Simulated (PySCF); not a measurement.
# Electron correlation in Sb³⁸⁺ (antimony, charge +38)

[Ne] 3s2 3p1, 2P determinant. All numbers are calculated (PySCF 2.14, scalar relativity by spin-free X2C-1e, in an uncontracted even-tempered set (18 s from 6.2 bohr⁻², ratio 2.5; 12 p from 8.1 bohr⁻², ratio 2.5; 4 d from 33 bohr⁻², ratio 2.7; 4 f from 50 bohr⁻², ratio 2.7)). Frozen: 1s2; 11 electrons correlated; the 21 highest virtual orbitals of each spin left out.

```csv
level,correlation energy (mhartree)
CCSD,-502.97
(T),-1.11
CCSD(T),-504.08
```

Diagnostics: T1 = 0.00079, D1 = 0.0035, largest double amplitude 0.058.

Problem. Is a single reference adequate?

Solution. Yes, within this model without spin-orbit coupling: T1 lies below 0.03 and no double amplitude reaches 0.07.

At this charge the one-electron X2C treatment keeps the bare 1/r₁₂, with no two-electron picture change or Breit term. The effect here is smaller than on the frozen 1s shell; and a scalar Hamiltonian misses the large spin-orbit splitting of the p shells, which matters for ns² → np² pairs.
